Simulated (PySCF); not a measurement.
C3H9FOSi, SMILES CCOC[SiH2]F.

Coordinates come from a PBE0-D3(BJ)/def2-SVP optimisation. The structure was generated by enumeration, and PubChem lists no compound with its InChIKey, so it may never have been made. One conformer was computed; it need not be the lowest.

These are PBE/def2-TZVP (PySCF) values and carry that method's errors.

Computed frontier levels, gap, dipole moment and polarisability:
highest occupied level: -5.79 eV
lowest empty level: -0.74 eV
orbital gap: 5.05 eV
dipole moment: 1.76 D
quadrupole, principal values (traceless, Buckingham form, about the centre of nuclear charge): -7.15, 3.20, 3.95 D·Å
mean static polarisability: 69.8 bohr³ (10.35 Å³)
polarisability, principal values: 61.8, 65.8, 81.9 bohr³
